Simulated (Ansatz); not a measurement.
Geometry optimisation, Ansatz 0.2.0, RKS PBE-D4/def2-SVP.

Input:

```yaml
crystal:
  periodic: [false, false, false]
  atoms:
    - { symbol: B, position_ang: [0.162063, -0.545436, -0.156797] }
    - { symbol: H, position_ang: [-0.121602, -0.472123, 1.010173] }
    - { symbol: Cl, position_ang: [1.734398, -1.210169, -0.581972] }
    - { symbol: H, position_ang: [-0.636929, -0.313803, -1.04139] }
    - { symbol: "N", position_ang: [0.40156, 2.033549, 0.712199] }
    - { symbol: H, position_ang: [1.279594, 2.329003, 1.158358] }
    - { symbol: C, position_ang: [-0.433779, 3.157567, 0.317591] }
    - { symbol: H, position_ang: [-1.325828, 2.784127, -0.234718] }
    - { symbol: H, position_ang: [-0.802925, 3.803073, 1.158319] }
    - { symbol: H, position_ang: [0.127849, 3.815064, -0.383908] }
    - { symbol: H, position_ang: [-0.070802, 1.366347, 1.359244] }
basis:
  gaussian: { orbitals: def2-SVP }
hamiltonian:
  xc: pbe
  dispersion: d4
relax:
  f_tol: 0.03
  max_steps: 50
```

Command:

```bash
$ ansatz run input.yaml --threads 2 --pin off --max-ram 3072MiB --backend cpu --events-out ev --progress --plain --runs-dir out
```

Task: Where does it end, and by what steps?

Result: The run converged. After 15 steps the energy has fallen by 1.390 eV; Cl3 moved furthest, 1.63 Å. Joined: B1–N5 (2.73 → 1.63 Å).

| step | energy less start (eV) | largest force component (eV/Å) | accepted |
| --- | --- | --- | --- |
| 0 | 0.0000 | 0.749 | yes |
| 1 | -0.1329 | 0.909 | yes |
| 2 | -0.3160 | 0.952 | yes |
| 3 | -0.5478 | 1.235 | yes |
| 4 | -0.8428 | 1.237 | yes |
| 5 | -1.0715 | 1.193 | yes |
| 6 | -1.2237 | 0.359 | yes |
| 7 | -1.2748 | 0.310 | yes |
| 8 | -1.2932 | 0.204 | yes |
| 9 | -1.3309 | 0.213 | yes |
| 10 | -1.3578 | 0.389 | yes |
| 11 | -1.3673 | 0.422 | yes |
| 12 | -1.3729 | 0.470 | yes |
| 13 | -1.3870 | 0.113 | yes |
| 14 | -1.3896 | 0.073 | yes |
| 15 | -1.3900 | 0.018 | yes |

```xyz
11
Properties=species:S:1:pos:R:3
B 0.103 0.185 0.075
H 0.250 -0.698 0.914
Cl 1.598 0.351 -1.035
H -0.953 0.136 -0.548
N 0.066 1.579 0.925
H 0.988 1.668 1.383
C -0.225 2.801 0.139
H -1.231 2.699 -0.307
H -0.176 3.712 0.767
H 0.518 2.853 -0.679
H -0.624 1.461 1.683
```

Run time: 15 s on 2 threads of Intel(R) Xeon(R) 6975P-C (Granite Rapids), on a shared host, peak memory 0.16 GiB.
